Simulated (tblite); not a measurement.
Record of a relaxation.

C6H12Si2.
Atom-mapped SMILES: `[CH:1]1=[CH:2][C@H:3]([CH:4]2[CH2:5][CH2:6]2)[SiH2:7][SiH2:8]1` (hydrogens: H9 on C1; H10 on C2; H11 on C3; H12 on C4; H13, H14 on C5; H15, H16 on C6; H17, H18 on Si7; H19, H20 on Si8)

Computed with GFN2-xTB (tblite), gas phase: L-BFGS steps from a force-field or distance-geometry start until the largest atomic force falls under 0.01 eV/Å. 4 of its 153 geometries are shown.

Step 0: E = -607.2153 eV, largest atomic force 3.054 eV/Å
```
atom  x, y, z in Å  |  force x, y, z in eV/Å
C1      2.043   -1.099   -0.605    2.424  -1.213  -1.408
C2      0.840   -1.417   -0.230   -0.388  -2.894  -0.089
C3     -0.042   -0.433    0.344   -1.980  -0.193   1.697
C4     -1.065   -0.033   -0.678   -0.937  -0.976  -0.039
C5     -2.140    0.957   -0.415   -0.977   0.165  -0.989
C6     -2.467   -0.523   -0.338    0.018   0.512   0.892
Si7     0.901    0.977    1.092    1.065   1.453   0.044
Si8     2.563    0.650   -0.418    0.551   1.153   0.397
H9      2.747   -1.852   -1.039   -0.766   0.501   0.299
H10     0.491   -2.499   -0.318    0.195   1.373   0.131
H11    -0.587   -0.918    1.208    0.182   0.197  -0.729
H12    -0.779   -0.201   -1.732    0.008   0.257   0.660
H13    -2.589    1.435   -1.311    0.547   0.055   0.759
H14    -2.164    1.566    0.490    0.070  -0.354  -0.384
H15    -3.008   -1.004   -1.147   -0.262   0.200   0.486
H16    -2.687   -0.840    0.730    0.357  -0.102  -1.682
H17     0.271    2.284    0.928   -0.256  -0.080   0.310
H18     1.415    0.706    2.430   -0.362   0.007   0.254
H19     3.873    0.796    0.207    0.273  -0.057  -0.283
H20     2.379    1.460   -1.609    0.239  -0.004  -0.327
```

Step 51: E = -608.0824 eV, largest atomic force 0.083 eV/Å
```
atom  x, y, z in Å  |  force x, y, z in eV/Å
C1      2.034   -1.145   -0.667   -0.011  -0.035   0.063
C2      0.848   -1.432   -0.140   -0.048   0.009  -0.012
C3     -0.054   -0.401    0.473   -0.013   0.021  -0.010
C4     -1.097   -0.018   -0.562    0.016  -0.062   0.004
C5     -2.255    0.845   -0.167    0.058   0.024  -0.018
C6     -2.479   -0.595   -0.513    0.067  -0.045  -0.006
Si7     0.959    1.172    0.945   -0.017   0.001  -0.046
Si8     2.705    0.604   -0.453    0.001  -0.011   0.036
H9      2.590   -1.934   -1.156    0.054   0.032   0.000
H10     0.438   -2.436   -0.196   -0.006   0.003  -0.022
H11    -0.571   -0.844    1.330    0.016   0.049  -0.003
H12    -0.666    0.151   -1.544   -0.042   0.025   0.019
H13    -2.593    1.601   -0.857   -0.041   0.031  -0.015
H14    -2.317    1.141    0.870   -0.077  -0.032  -0.004
H15    -2.972   -0.837   -1.444   -0.036   0.005   0.055
H16    -2.705   -1.272    0.297   -0.058  -0.043  -0.032
H17     0.130    2.338    0.619    0.059   0.056   0.018
H18     1.139    1.209    2.403    0.047  -0.031  -0.014
H19     4.064    0.574    0.097    0.041  -0.018   0.013
H20     2.797    1.289   -1.749   -0.011   0.020  -0.027
```

Step 101: E = -608.1174 eV, largest atomic force 0.018 eV/Å
```
atom  x, y, z in Å  |  force x, y, z in eV/Å
C1      2.010   -1.170   -0.625    0.003   0.001   0.002
C2      0.779   -1.350   -0.157    0.000   0.006  -0.017
C3     -0.055   -0.257    0.448    0.010  -0.001   0.010
C4     -1.146    0.105   -0.540    0.010  -0.003   0.008
C5     -2.424    0.719   -0.060   -0.006   0.004   0.000
C6     -2.420   -0.683   -0.593    0.000  -0.008   0.004
Si7     1.049    1.271    0.857   -0.003  -0.009   0.002
Si8     2.810    0.526   -0.432    0.008  -0.011   0.003
H9      2.526   -2.001   -1.089   -0.002   0.010   0.001
H10     0.285   -2.313   -0.245    0.000   0.006   0.007
H11    -0.540   -0.650    1.348   -0.004  -0.007  -0.004
H12    -0.757    0.461   -1.488   -0.006   0.003   0.003
H13    -2.883    1.496   -0.652   -0.003  -0.003  -0.004
H14    -2.550    0.853    1.004    0.004   0.010   0.002
H15    -2.876   -0.874   -1.554   -0.005   0.006  -0.004
H16    -2.549   -1.490    0.112   -0.002  -0.007   0.004
H17     0.324    2.495    0.499    0.002  -0.001  -0.007
H18     1.253    1.325    2.312   -0.009   0.000  -0.014
H19     4.135    0.400    0.189    0.007  -0.002   0.004
H20     3.023    1.147   -1.747   -0.001   0.004   0.001
```

Step 152: E = -608.1241 eV, largest atomic force 0.006 eV/Å
```
atom  x, y, z in Å  |  force x, y, z in eV/Å
C1      2.068   -1.145   -0.697    0.002  -0.004   0.004
C2      0.786   -1.281   -0.376    0.003  -0.001  -0.001
C3     -0.037   -0.228    0.310   -0.002  -0.004  -0.001
C4     -1.239    0.098   -0.550   -0.002  -0.001   0.001
C5     -2.469    0.682    0.073    0.002   0.004  -0.001
C6     -2.492   -0.722   -0.453    0.001  -0.002   0.001
Si7     1.038    1.329    0.692    0.004  -0.003   0.000
Si8     2.951    0.460   -0.256   -0.003  -0.005  -0.002
H9      2.574   -1.959   -1.200    0.002   0.004  -0.003
H10     0.243   -2.190   -0.622   -0.001   0.003   0.002
H11    -0.412   -0.662    1.245   -0.001   0.000   0.003
H12    -0.971    0.461   -1.536   -0.005  -0.002  -0.002
H13    -3.014    1.442   -0.467    0.000   0.004   0.002
H14    -2.473    0.824    1.143   -0.004   0.002   0.001
H15    -3.053   -0.926   -1.353    0.002   0.000  -0.004
H16    -2.519   -1.530    0.264    0.005  -0.002   0.001
H17     0.409    2.501    0.075    0.000   0.004  -0.003
H18     1.013    1.571    2.141    0.001  -0.002   0.001
H19     4.101    0.191    0.619   -0.003   0.002   0.002
H20     3.490    1.097   -1.465   -0.001   0.002  -0.001
```

**Question.** Summarise the path.

**Answer.** The energy falls by 87.68 kJ/mol from step 0 to step 152; nine tenths of that is first reached at step 29. It falls at every step. The largest force goes from 3.054 to 0.006 eV/Å. Among the bonds C3–Si7 changes most, from 1.854 to 1.930 Å; the atoms move by 0.653 Å rms after alignment.

**Question.** Follow the three bonds and two angles with the largest change from start to end.

**Answer.** 
```json
{"step": "0", "E above end (kJ/mol)": "87.68", "largest force (eV/Å)": "3.054", "C3–Si7 (Å)": "1.854", "C2–C3 (Å)": "1.440", "C6–H16 (Å)": "1.135", "Si8–Si7–H18 (°)": "109.0", "H17–Si7–H18 (°)": "115.0"}
{"step": "7", "E above end (kJ/mol)": "20.98", "largest force (eV/Å)": "0.332", "C3–Si7 (Å)": "1.929", "C2–C3 (Å)": "1.509", "C6–H16 (Å)": "1.084", "Si8–Si7–H18 (°)": "113.9", "H17–Si7–H18 (°)": "110.9"}
{"step": "13", "E above end (kJ/mol)": "12.14", "largest force (eV/Å)": "0.215", "C3–Si7 (Å)": "1.929", "C2–C3 (Å)": "1.500", "C6–H16 (Å)": "1.078", "Si8–Si7–H18 (°)": "116.1", "H17–Si7–H18 (°)": "104.9"}
{"step": "20", "E above end (kJ/mol)": "10.26", "largest force (eV/Å)": "0.080", "C3–Si7 (Å)": "1.932", "C2–C3 (Å)": "1.505", "C6–H16 (Å)": "1.079", "Si8–Si7–H18 (°)": "116.2", "H17–Si7–H18 (°)": "105.4"}
{"step": "26", "E above end (kJ/mol)": "9.30", "largest force (eV/Å)": "0.111", "C3–Si7 (Å)": "1.929", "C2–C3 (Å)": "1.504", "C6–H16 (Å)": "1.082", "Si8–Si7–H18 (°)": "116.3", "H17–Si7–H18 (°)": "106.1"}
{"step": "33", "E above end (kJ/mol)": "8.02", "largest force (eV/Å)": "0.089", "C3–Si7 (Å)": "1.936", "C2–C3 (Å)": "1.503", "C6–H16 (Å)": "1.081", "Si8–Si7–H18 (°)": "115.9", "H17–Si7–H18 (°)": "106.9"}
{"step": "40", "E above end (kJ/mol)": "6.91", "largest force (eV/Å)": "0.097", "C3–Si7 (Å)": "1.931", "C2–C3 (Å)": "1.506", "C6–H16 (Å)": "1.079", "Si8–Si7–H18 (°)": "116.4", "H17–Si7–H18 (°)": "106.1"}
{"step": "46", "E above end (kJ/mol)": "5.25", "largest force (eV/Å)": "0.127", "C3–Si7 (Å)": "1.930", "C2–C3 (Å)": "1.501", "C6–H16 (Å)": "1.082", "Si8–Si7–H18 (°)": "119.1", "H17–Si7–H18 (°)": "105.0"}
{"step": "53", "E above end (kJ/mol)": "3.49", "largest force (eV/Å)": "0.105", "C3–Si7 (Å)": "1.926", "C2–C3 (Å)": "1.500", "C6–H16 (Å)": "1.079", "Si8–Si7–H18 (°)": "120.6", "H17–Si7–H18 (°)": "106.2"}
{"step": "59", "E above end (kJ/mol)": "2.30", "largest force (eV/Å)": "0.095", "C3–Si7 (Å)": "1.931", "C2–C3 (Å)": "1.501", "C6–H16 (Å)": "1.079", "Si8–Si7–H18 (°)": "120.3", "H17–Si7–H18 (°)": "106.3"}
{"step": "66", "E above end (kJ/mol)": "1.41", "largest force (eV/Å)": "0.078", "C3–Si7 (Å)": "1.928", "C2–C3 (Å)": "1.503", "C6–H16 (Å)": "1.080", "Si8–Si7–H18 (°)": "118.9", "H17–Si7–H18 (°)": "106.2"}
{"step": "73", "E above end (kJ/mol)": "1.06", "largest force (eV/Å)": "0.051", "C3–Si7 (Å)": "1.930", "C2–C3 (Å)": "1.503", "C6–H16 (Å)": "1.080", "Si8–Si7–H18 (°)": "118.9", "H17–Si7–H18 (°)": "106.3"}
{"step": "79", "E above end (kJ/mol)": "0.90", "largest force (eV/Å)": "0.046", "C3–Si7 (Å)": "1.928", "C2–C3 (Å)": "1.502", "C6–H16 (Å)": "1.080", "Si8–Si7–H18 (°)": "118.4", "H17–Si7–H18 (°)": "106.1"}
{"step": "86", "E above end (kJ/mol)": "0.75", "largest force (eV/Å)": "0.023", "C3–Si7 (Å)": "1.929", "C2–C3 (Å)": "1.502", "C6–H16 (Å)": "1.080", "Si8–Si7–H18 (°)": "117.4", "H17–Si7–H18 (°)": "106.5"}
{"step": "93", "E above end (kJ/mol)": "0.68", "largest force (eV/Å)": "0.014", "C3–Si7 (Å)": "1.929", "C2–C3 (Å)": "1.502", "C6–H16 (Å)": "1.080", "Si8–Si7–H18 (°)": "117.2", "H17–Si7–H18 (°)": "106.2"}
{"step": "99", "E above end (kJ/mol)": "0.65", "largest force (eV/Å)": "0.012", "C3–Si7 (Å)": "1.929", "C2–C3 (Å)": "1.502", "C6–H16 (Å)": "1.080", "Si8–Si7–H18 (°)": "117.3", "H17–Si7–H18 (°)": "106.2"}
{"step": "106", "E above end (kJ/mol)": "0.60", "largest force (eV/Å)": "0.016", "C3–Si7 (Å)": "1.928", "C2–C3 (Å)": "1.502", "C6–H16 (Å)": "1.080", "Si8–Si7–H18 (°)": "117.7", "H17–Si7–H18 (°)": "106.0"}
{"step": "112", "E above end (kJ/mol)": "0.58", "largest force (eV/Å)": "0.015", "C3–Si7 (Å)": "1.929", "C2–C3 (Å)": "1.502", "C6–H16 (Å)": "1.080", "Si8–Si7–H18 (°)": "117.9", "H17–Si7–H18 (°)": "106.3"}
{"step": "119", "E above end (kJ/mol)": "0.55", "largest force (eV/Å)": "0.022", "C3–Si7 (Å)": "1.929", "C2–C3 (Å)": "1.503", "C6–H16 (Å)": "1.080", "Si8–Si7–H18 (°)": "118.3", "H17–Si7–H18 (°)": "106.2"}
{"step": "126", "E above end (kJ/mol)": "0.41", "largest force (eV/Å)": "0.052", "C3–Si7 (Å)": "1.929", "C2–C3 (Å)": "1.502", "C6–H16 (Å)": "1.080", "Si8–Si7–H18 (°)": "118.4", "H17–Si7–H18 (°)": "106.1"}
{"step": "132", "E above end (kJ/mol)": "0.24", "largest force (eV/Å)": "0.054", "C3–Si7 (Å)": "1.928", "C2–C3 (Å)": "1.503", "C6–H16 (Å)": "1.080", "Si8–Si7–H18 (°)": "118.4", "H17–Si7–H18 (°)": "106.2"}
{"step": "139", "E above end (kJ/mol)": "0.07", "largest force (eV/Å)": "0.024", "C3–Si7 (Å)": "1.930", "C2–C3 (Å)": "1.502", "C6–H16 (Å)": "1.081", "Si8–Si7–H18 (°)": "118.2", "H17–Si7–H18 (°)": "106.6"}
{"step": "145", "E above end (kJ/mol)": "0.03", "largest force (eV/Å)": "0.018", "C3–Si7 (Å)": "1.930", "C2–C3 (Å)": "1.502", "C6–H16 (Å)": "1.080", "Si8–Si7–H18 (°)": "118.4", "H17–Si7–H18 (°)": "106.2"}
{"step": "152", "E above end (kJ/mol)": "0.00", "largest force (eV/Å)": "0.006", "C3–Si7 (Å)": "1.930", "C2–C3 (Å)": "1.502", "C6–H16 (Å)": "1.080", "Si8–Si7–H18 (°)": "118.8", "H17–Si7–H18 (°)": "106.0"}
```

The cost below is that of the whole relaxation. The run took 1.1 s wall on an Arm Neoverse V2 with one thread (shared host).
